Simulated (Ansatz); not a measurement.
Reaction (SMILES): Cl atom → [Cl-] (an electron is taken up)

Geometry of the first species:
SMILES: [Cl]
```xyz
1

Cl     0.0000     0.0000     0.0000
```
Charge 0, spin multiplicity 2.

Property: adiabatic electron affinity (electronic energy difference), positive where the reaction releases energy, in eV. Valence correlation only, unless marked. Open shells are spin-unrestricted. Spin-orbit coupling is left out. No relativistic terms. Anions need diffuse functions: aug- sets have them; def2-D sets add few; the other sets have none. CBS(X,Y): correlation extrapolated as X^-3; Hartree-Fock from the larger set.

| level | program | adiabatic electron affinity (eV) |
|---|---|---|
| r2SCAN-D4/def2-TZVPD | Ansatz + dftd4 | 3.62 |
| SCS-MP2/cc-pVTZ | Ansatz | 3.13 |
| SCS-MP2/cc-pV(Q+d)Z | Ansatz | 3.45 |
| CCSD/def2-TZVPP | Ansatz | … |
| CCSD(T)/CBS(aug-cc-pV(T+d)Z,aug-cc-pV(Q+d)Z) | Ansatz | 3.69 |

Task: Complete the blanks.

Result: 
- CCSD/def2-TZVPP, adiabatic electron affinity (eV): 3.03

Ansatz is a first-principles code.
